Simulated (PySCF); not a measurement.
## How methods differ on the excitation energy of Ne²⁺

Ne²⁺ [He] 2s2 2p4 (3P) → Ne²⁺ [He] 2s1 2p4 3s1 (5P), as a difference of total energies. Calculation: PySCF 2.14, in aug-cc-pVTZ with one added diffuse shell each of s, p, d, f type (6s5p4d3f, 62 functions); no relativity, point nucleus. Correlated levels: valence: 1s2 frozen. The calculations carry no spin-orbit coupling.

```tsv
method	excitation energy (cm⁻¹)
UHF	485970
MP2 (valence)	492800
SCS-MP2 (valence)	494190
CCSD (valence)	492930
CCSD(T) (valence)	491020
```

The promoted electron is Rydberg-like, and one or two diffuse shells describe it only roughly, which tends to raise the upper state.

The coupled-cluster amplitudes are large for the upper state (T1 above 0.03 or a double amplitude above 0.15), so a single reference is strained.
